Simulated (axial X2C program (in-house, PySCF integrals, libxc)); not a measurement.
Curves of ScS from open-shell CI on d0 s1 p(π)0

Computed with an axial X2C code built on PySCF integrals: two-component X2C with atomic mean-field Coulomb and Gaunt terms, basis Sc dyall-v3z, S dyall-av3z (cores contracted in-house). Orbitals come from Hartree–Fock averaged over the configuration Sc d0 s1 p(π)0; CI then distributes these electrons over the d, s, p(π) shells of Sc.

Scan along the bond; masses Sc 44.956 u, S 31.972 u. Energies in cm⁻¹ from the lowest point; levels are followed by energy order within each Ω. Lowest level at 2.152 Å: 100% s1.

| R (Å) | (1)Ω=1/2 | (2)Ω=1/2 | (1)Ω=3/2 | (1)Ω=5/2 | (3)Ω=1/2 |
| --- | --- | --- | --- | --- | --- |
| 2.001 | 2761 | 16760 | 18153 | 18196 | 17718 |
| 2.077 | 612 | 14062 | 14147 | 14997 | 15011 |
| 2.152 | 0 | 12810 | 12892 | 13315 | 13766 |
| 2.238 | 700 | 12671 | 12698 | 12765 | 13644 |
| 2.324 | 2503 | 13538 | 13246 | 13301 | 14529 |
| 2.421 | 5461 | 15340 | 14743 | 14799 | 16345 |
| 2.539 | 9890 | 18184 | 17233 | 17291 | 19186 |

Question: Fit the curves (1)Ω=1/2, (2)Ω=1/2, (1)Ω=5/2, (3)Ω=1/2 near their minima.

Answer: From the open-shell CI curves, Te from the lowest:

```tsv
level	Te (cm⁻¹)	Re (Å)	ωe (cm⁻¹)
(1)Ω=1/2	0	2.151	607.7
(2)Ω=1/2	12585	2.204	528.5
(1)Ω=5/2	12762	2.234	519.0
(3)Ω=1/2	13551	2.203	530.9
```

Without dynamic correlation distances can be off by several hundredths of an Å (long for ionic bonds, short for multiple bonds) and the wavenumbers are rough.

There is no dynamic correlation: spin–orbit spacings and, for f shells, spacings inside one term are the most reliable numbers, splittings between terms come out too wide, and energies between configurations are not reliable, so the lowest level need not be the ground state of the molecule. For d shells the ligand-field splittings (σ, π, δ) and their order can be off by a thousand cm⁻¹ or more. At most 6 roots were kept for each Ω > 0 (twice that for Ω = 0) within 3.2 eV of the lowest, so higher up levels can be missing between those listed; levels with Ω > 0 are doubly degenerate and listed once, Ω = 0 levels singly. Some active spinors are only partly of the character that their shell is named for, so the shell names and counts are nominal. States that fill the shells left empty in the average are placed too high.
